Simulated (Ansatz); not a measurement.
Energy landscape of H₂Be, singlet: map of symmetric stretch and bend. Scanned: Be-H bond length and H-Be-H angle.

Cartesian coordinates as functions of the variables (Å; names that start with a are angles):
```
Be  0  0  0
H  r*sin(a/2)  0  r*cos(a/2)
H  -r*sin(a/2)  0  r*cos(a/2)
```

Method: restricted PBE/cc-pVDZ run with Ansatz (a first-principles code).

Energy in mEh above the lowest grid point; x is the Be-H bond length (Å), y the H-Be-H angle (°).

```csv
y \ x,1.13,1.21,1.25,1.33,1.39,1.48,1.53,1.60,1.66,1.73,1.80
180,34.2,11.9,5.5,0.0,0.8,7.7,13.7,24.2,34.5,47.6,61.6
172.07,34.8,12.5,6.1,0.5,1.3,8.1,14.2,24.6,34.9,48.0,61.9
161.58,37.4,14.9,8.5,2.8,3.4,10.1,16.1,26.4,36.7,49.7,63.6
151.03,42.0,19.3,12.8,6.8,7.3,13.8,19.7,29.8,39.9,52.8,66.5
141.88,47.6,24.7,18.0,11.9,12.2,18.4,24.1,34.1,44.0,56.7,70.2
130.74,56.6,33.4,26.5,19.9,20.0,25.8,31.3,40.9,50.6,63.0,76.1
122.08,65.3,41.7,34.7,27.8,27.6,33.0,38.3,47.6,57.0,69.1,82.0
109.05,81.3,57.3,50.0,42.5,41.9,46.6,51.5,60.3,69.2,80.8,93.1
101.70,92.0,67.7,60.3,52.5,51.6,55.9,60.6,69.0,77.7,88.8,100.7
89.27,113.1,88.4,80.7,72.5,71.1,74.8,79.0,86.8,94.9,105.3,116.6
80.42,130.4,105.5,97.7,89.2,87.6,90.8,94.7,102.1,109.8,119.8,130.5
70,153.2,128.2,120.4,111.6,109.8,112.6,116.3,123.3,130.7,140.2,150.5
```

Points that lie below all their neighbours on the grid: x = 1.33, y = 180 on the edge of the grid (0.0 mEh).
